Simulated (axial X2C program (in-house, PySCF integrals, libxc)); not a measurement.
**Potential curves of ZrTe, without spin–orbit coupling**

All values were computed with an axial X2C code built on PySCF integrals. Spin-free means the one-electron spin-free X2C Hamiltonian. Basis: Te dyall-cv3z [11s12p8d4f1g], Zr dyall-cv3z [11s12p9d6f3g] (cores contracted in-house); Gaussian nuclei, density fitting, unrestricted open shells. Masses: Te 129.906 u, Zr 89.905 u.

State: M_S = 1, Λ = 2 (beyond evenly filled blocks: σα, δ+α). Energies in cm⁻¹ from the fragments at the same level (Te + Zr). Fits are polynomials in 1 − R0/R over 0.85 to 1.23 times the lowest point R0.

```tsv
R (Å)	PBE0
2.2142	-23931
2.3159	-30169
2.3923	-32799
2.4686	-34107
2.5450	-34406
2.6341	-33808
2.7231	-32483
2.8377	-30088
2.9776	-26613
3.1812	-21404
```

Occupations by symmetry block were frozen at the best pattern of an incomplete PBE0 search. Dissociation energies refer to the lowest single-determinant-based atoms at the same level and basis. PBE0 can misorder states that lie within some tenths of an eV, so this need not be the ground state of the molecule. The nearest other spin-free determinant of the search, M_S = 0, Λ = 0, lies 0.44 eV up at the distance of the search. Without a current term, density functionals place determinants with orbital angular momentum somewhat too high. The determinant is spin-polarised beyond a pure state at some levels (its spin-free form has ⟨S²⟩ too high), which makes Re and μ there less reliable. Spin-free De lacks the spin–orbit lowering of the heavy p-block atom, a tenth of an eV or more for 4p and 5p, up to an eV for 6p and one to two eV for 7p atoms, less what an open-shell molecule gains itself.

Task: Fit the PBE0 curve near its minimum: give the equilibrium distance, the harmonic wavenumber and the well depth.

Result: At PBE0, spin-free: Re = 2.533 Å, ωe ≈ 294 cm⁻¹, De = 4.27 eV to Te + Zr; Be follows as 0.0494 cm⁻¹.
